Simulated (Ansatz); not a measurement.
Which is lower?

The two ends of one reaction step of SiH4Cl2F2, closed shell (PBE0-D4/def2-TZVP).

A:

```xyz
9
angstrom
Si -1.7959 0.3870 -0.1441
Cl 3.3305 0.6094 -0.9291
H -2.6464 -0.3483 -1.0956
H -2.5370 1.1878 0.8454
Cl -0.4681 1.5444 -1.1347
H 0.7158 -1.1517 0.9206
F -0.9605 -0.7184 0.6841
H 2.7297 -0.2032 -0.1279
F 1.6320 -1.3070 0.9814
```

B:

```xyz
9
angstrom
Si -0.8590 0.9141 -0.6549
Cl 1.2174 0.9310 -0.8282
H -1.3450 -0.3668 -1.1842
H -1.1993 1.2267 0.7393
Cl -1.5452 2.4186 -1.8499
H 0.3532 -1.5959 1.2752
F -0.5589 -1.3882 1.2350
H 1.9373 -0.6997 0.3469
F 1.9997 -1.4399 0.9210
```

Ansatz 0.2.0; basis: def2-TZVPP; cores frozen in the correlated methods. B3LYP uses VWN-RPA correlation.

Problem. Which structure is lower at CCSD(T), and by how much? (Judge from chemistry; the value comes from the calculation.)

Solution. By the calculation: A, by 8.14 kcal/mol (electronic energy, against the other). By their contacts, A is a complex of SiH₂ClF ([F][SiH2][Cl]) + HCl + HF and B is a complex of SiH₂Cl₂ ([Cl][SiH2][Cl]) + HF + HF.

All methods give the same order:

| method | E(B) − E(A) (kcal/mol) |
| --- | --- |
| SPW92 | 2.70 |
| PBE-D4 | 4.46 |
| BLYP-D4 | 7.10 |
| r2SCAN-D4 | 6.54 |
| B97M-V | 8.26 |
| PBE0-D4 | 5.13 |
| B3LYP-D4 | 7.52 |
| r2SCAN0-D4 | 6.55 |
| BHLYP-D4 | 8.42 |
| CAM-B3LYP-D4 | 8.59 |
| wB97X-V | 7.20 |
| wB97M-V | 6.65 |
| B2PLYP | 8.46 |
| PBE-QIDH | 6.33 |
| RPA on PBE | 9.24 |
| HF | 12.60 |
| MP2 | 7.02 |
| CCSD | 9.00 |
| CCSD(T) | 8.14 |

No T1 diagnostic of these runs exceeds 0.010.

Labels in which every atom is bracketed show which atoms are joined, not bond orders.

For scale, one of the runs: CCSD(T)/def2-TZVPP, 244 basis functions, launched by `ansatz run in.yaml --threads 8 --pin off --events-out ev --progress --plain --max-ram 19148MiB`. Time: 120 s of wall clock on 8 CPU threads of an Intel Xeon; the host was shared. Peak host memory: 4.8 GiB.
